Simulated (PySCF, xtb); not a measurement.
C₃H₆FNSi, SMILES F[C@@H]1CN=C[SiH2]1.

xtb with GFN2-xTB at its own geometry gives an orbital gap of 2.72 eV and a dipole moment of 2.47 D.

Coordinates come from a TPSSh-D3(BJ)/def2-SVP optimisation. The structure was generated by enumeration; whether it is a known compound was not checked. The values are those of a single conformer.

What does PBE/def2-TZVP run with PySCF give? (An estimate is asked for; the answer gives what the named calculation found.)

gap 3.68 eV (levels -5.81 and -2.13 eV), dipole 1.79 D.
